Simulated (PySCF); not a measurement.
Compound: pentafluoropyridine, C5F5N.
Structure used (PBE0-D3(BJ)/def2-TZVP), in Å, numbered top down from 1:
```xyz
11
C5F5N angstrom
F     -0.361   -2.734    0.307
C     -0.281   -1.425    0.159
N     -1.398   -0.755    0.084
C     -1.351    0.541   -0.063
F     -2.497    1.192   -0.137
C     -0.170    1.259   -0.143
F     -0.152    2.572   -0.290
C      1.014    0.542   -0.063
F      2.171    1.163   -0.133
C      0.970   -0.836    0.092
F      2.085   -1.540    0.169
```

Level: wB97X-D/pcSseg-2 in PySCF, non-relativistic, on one gas-phase PBE0-D3(BJ)/def2-TZVP geometry that isn't relaxed in the solvent. The solvent is an IEF-PCM continuum (van der Waals radii × 1.2). Only the electrostatic response of the medium enters.

Gas phase at wB97X-D/pcSseg-2: HOMO -9.81 eV, LUMO 0.18 eV, dipole 1.06 D.

Question: What does the continuum do to the energy, the frontier levels and the dipole at wB97X-D/pcSseg-2 in chloroform?

Answer: 
| solvent | ε | E(solvent) − E(gas) (kcal/mol) | polarisation term (kcal/mol) | distortion of the solute (kcal/mol) | HOMO (eV) | LUMO (eV) | dipole (D) |
| --- | --- | --- | --- | --- | --- | --- | --- |
| chloroform | 4.711 | -2.37 | -2.59 | 0.22 | -9.61 | 0.40 | 1.34 |

The polarisation term is half the interaction of the solute with the surface charges that it induces; the rest is the cost of distorting the solute's density. The sum is the electrostatic part of solvation alone.

Question: Which radius a makes the point-dipole formula ΔE = −[(ε − 1)/(2ε + 1)]·μ²/a³ give the value in chloroform, with the gas-phase dipole?

Answer: μ = 0.418 au and |ΔE| = 0.00377 Eh give a = 1.35 Å; the farthest nucleus lies 2.77 Å from the centroid of the nuclei, so such a sphere wouldn't even hold the nuclei. The formula assumes a rigid point dipole at the centre of a sphere.

Question: Give the dipole vector in the frame of the coordinates (D, pointing from negative to positive charge), gas and chloroform.

Answer: Gas (0.94, 0.50, -0.06), solvent (1.18, 0.63, -0.07). Its length changes by +26 % and its direction by less than 1°.

The run took 3.7 min wall, 7.0 min CPU on 2 threads of an Intel Xeon at 2.50 GHz, shared host with 64 logical CPUs at a one-minute load of 57, and the process peaked at 2.7 GiB of memory. This is the whole shielding run at wB97X-D/pcSseg-2 in chloroform, SCF included.

The pairwise dispersion term of wB97X-D wasn't added to the energies; at a given geometry it leaves orbitals and properties as they are.
